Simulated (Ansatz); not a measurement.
```xyz
8

B    -0.0009   -0.0469   -0.8981
N     0.0271   -0.0101    0.7603
H     0.0480   -1.1730   -1.2297
H    -1.0455    0.5784   -1.2845
H     0.9829    0.5596   -1.2364
H     0.0302    0.9600    1.1276
H    -0.8685   -0.4962    1.0983
H     0.7807   -0.4709    1.0640
```

Basis set: def2-TZVP (spherical functions). Correlated methods keep 2 orbitals frozen. Charge 0, multiplicity 1.

Computed with Ansatz (development build ahead of 0.2.0); each method stands on the lowest determinant of its kind that the runs found. Restricted open shells among the atoms or ions are ROHF, correlated in semicanonical orbitals with singles.

The atomization energy at this shape (free ground-state atoms in the same class of orbitals less the molecule, no zero-point energy) of singlet BNH6:

```
method  atomization energy
   RHF       1872.4 kJ/mol
```

Question: What does RHF-MP2 give?

Answer: 2411.2 kJ/mol. Caution: the shape is not the minimum.
